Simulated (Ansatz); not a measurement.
Born–Oppenheimer molecular dynamics of GeH4 (5 atoms, charge 0, multiplicity 1). It starts at the highest image of a converged band, a first-order saddle point between two minima.

Theory: Ansatz 0.2.0, RKS PBE-D4/def2-SVPD.

* ensemble: NVE (velocity Verlet)
* time step: 0.5 fs
* steps asked: 200
* starting velocities drawn for: 300 K
* seed: 10640

First frame:

```xyz
5
Properties=species:S:1:pos:R:3
Ge 0.263 0.000 -0.499
H 0.559 0.000 1.205
H 1.560 0.000 0.407
H -0.553 1.265 -0.104
H -0.553 -1.265 -0.105
```

**Question.** How far do the bonds stretch over the last three quarters of this one trajectory? (Pairs bonded in most of those frames.)

**Answer.** 
| bond | mean (Å) | spread (Å) | shortest | longest |
| --- | --- | --- | --- | --- |
| Ge1–H2 | 1.579 | 0.073 | 1.49 | 1.73 |
| Ge1–H3 | 1.583 | 0.062 | 1.45 | 1.69 |
| Ge1–H4 | 1.596 | 0.090 | 1.44 | 1.73 |
| Ge1–H5 | 1.580 | 0.051 | 1.49 | 1.67 |

Mean temperature of the second half: 1933 K. The conserved energy stayed within 0.47 meV per atom of its start (net change -0.16 meV per atom), so the integration is sound. The kinetic energy rose, since the run started high on the potential surface and went downhill. A run of 0.1 ps of so small a system gives no equilibrium averages. The orbitals stay closed-shell, which can raise the energy where a bond breaks towards radicals; this wasn't checked here.

The run took 4 min on 1 thread of Arm Neoverse V1, on a shared host, peak memory 0.11 GiB.
